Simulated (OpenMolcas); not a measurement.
# Ti: the spin-orbit constant, worked from levels

```yaml
Program: OpenMolcas 26.06
Basis: ANO-RCC-VDZP [5s4p2d1f]
Scalar_Hamiltonian: DKH2, point nucleus
Active_space: 4 electrons in 6 orbitals (3d 4s)
State_averaging: 2S+1 = 5 even, 10 roots; 2S+1 = 3 even, 55 roots; 2S+1 = 1 even, 49 roots
Spin-orbit_coupling: RASSI with atomic mean-field integrals over the reference wave functions, term energies averaged over their components
```

Methods: CASSCF; MS-CASPT2, IPEA 0.25 Eh, imaginary shift 0.1 Eh (closed shells correlated: 3s 3p). Measured levels: NIST Handbook of Basic Atomic Spectroscopic Data.

**The spin-orbit constant.** For the Hund term ³F of d2, E(J) = (A/2) J(J+1) + constant and ζ = 2S·A = 2A. From J = 2 to J = 4 the energy changes by 7 A.

```
   Source  E(4) - E(2)     A    ζ
   CASSCF        327.5  46.8   94
MS-CASPT2        330.7  47.2   94
 measured        386.9  55.3  111
```

All in cm-1. MS-CASPT2 is off by -14.5 % and CASSCF by -15.4 %. Both methods take the spin-orbit matrix elements from the reference wave functions, so the second can move ζ only through the term energies and any multistate remixing. Second-order mixing with other terms is absorbed into this ζ.

CASPT2 breaks the degeneracy within a term, and the mean is taken; among the terms shown or strongly mixed into the levels shown the widest spread is 1800 cm-1 (3d² 4s² ³F, MS-CASPT2). Over all roots computed the reference weight is 0.87 to 0.94 in MS-CASPT2; the roots of lowest weight are the least certain, and an intruder state may touch them. Configurations are named by rounded mean occupations; where the s occupation lies near a half they are strongly mixed, a name can repeat and a true partner stay unpaired. Without dynamic correlation excited terms often stand tens of per cent too high (terms of higher spin than the ground term too low), and those without a measured partner can miss by more than the paired ones (holds for CASSCF). The lowest computed level is not the ground level that NIST lists (3F2) (holds for CASSCF). Computed and measured levels are paired by configuration, term and J; levels that our copy of the source lacks, or whose pairing is in doubt (as where it misses far off the trend of its configuration), stay unpaired and out of the deviations. Only configurations of the active space appear.
